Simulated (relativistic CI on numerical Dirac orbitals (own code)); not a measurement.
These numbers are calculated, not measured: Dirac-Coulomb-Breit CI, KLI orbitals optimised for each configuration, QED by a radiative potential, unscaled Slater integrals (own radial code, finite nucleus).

The strongest absorption lines from the ground level of an ion, among the configurations computed and to levels below about 587 eV (vacuum wavelength in nm, gf): 3.2015 (0.064), 3.4871 (0.029), 3.5979 (0.11), 3.6725 (0.73), 3.6738 (1.2), 3.7333 (0.14), 3.8351 (0.74), 4.0834 (0.14).

Task: Which ion is it?
A. Tb42+
B. Tb44+
C. Tm46+
D. Pm38+

Result: A. Tb42+ has 23 electrons and the ground level 3s²3p⁶3d⁵ ⁴P5/2; the strongest line goes to 3s²3p⁵3d⁶ ⁴P°5/2. The pattern of lines fixes the number of electrons, and along that sequence the line energies rise steadily with the charge (about as its square where n changes within one kind of shell, about linearly where n is kept but much faster in heavy ions where fine structure, which grows about as Z⁴, sets the gap, and irregularly where shells cross), which fixes Z. Configurations outside the model, such as inner-shell arrays, can give stronger lines. At this charge energies of transitions that change n are usually good to better than 1 %, and those within a shell (Δn = 0) to a few per cent.

LS names give the leading component of a level, which can be under half, so a name can repeat, a term be missing and a line seem to break the LS rules.
